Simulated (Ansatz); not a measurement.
The cluster Cu4Os⁻. Charge -1, multiplicity 2. Geometry B3LYP-D4/def2-SVP, that of the neutral singlet; atoms count from 1.

```xyz
5

Os    0.267   -1.048    0.349
Cu    0.825    1.272    0.921
Cu   -0.911   -0.948   -1.733
Cu    0.999    0.557   -1.357
Cu   -1.181    0.166    1.819
```

In the def2 sets Os takes a core potential; there is no spin–orbit coupling. The charge -1 doublet is spin-contaminated (final ⟨S²⟩ up to 1.72, 0.75 for a pure state). Another isomer (singlet) lies 0.13 eV lower at PBE0-D4/def2-TZVP.

(1) Estimate the Mulliken populations from the PBE0/def2-TZVPD orbitals of Ansatz.

(2) Where does the spin sit?

(3) And the Mayer bond orders between heavy atoms (over 0.3)?

## Answers

(1) 
```tsv
atom	charge (e)	spin (α − β)	d electrons
Os1	0.10	1.39	6.98
Cu2	-0.31	-0.16	9.86
Cu3	-0.24	-0.03	9.88
Cu4	-0.31	-0.16	9.86
Cu5	-0.24	-0.03	9.88
```
Mulliken values depend strongly on the basis. With diffuse functions, as here, like atoms can get unlike values, and bond orders can come out too low or too high.

(2) Summed by element: Os 1.39, Cu -0.39, of 1 unpaired in all. Largest on single atoms: Os1 1.39, Cu2 -0.16, Cu4 -0.16.

(3) Os1–Cu2 0.71 (2.45 Å); Os1–Cu3 0.91 (2.39 Å); Os1–Cu4 0.71 (2.45 Å); Os1–Cu5 0.91 (2.39 Å); Cu2–Cu4 0.57 (2.39 Å); Cu2–Cu5 0.58 (2.46 Å); Cu3–Cu4 0.58 (2.46 Å).
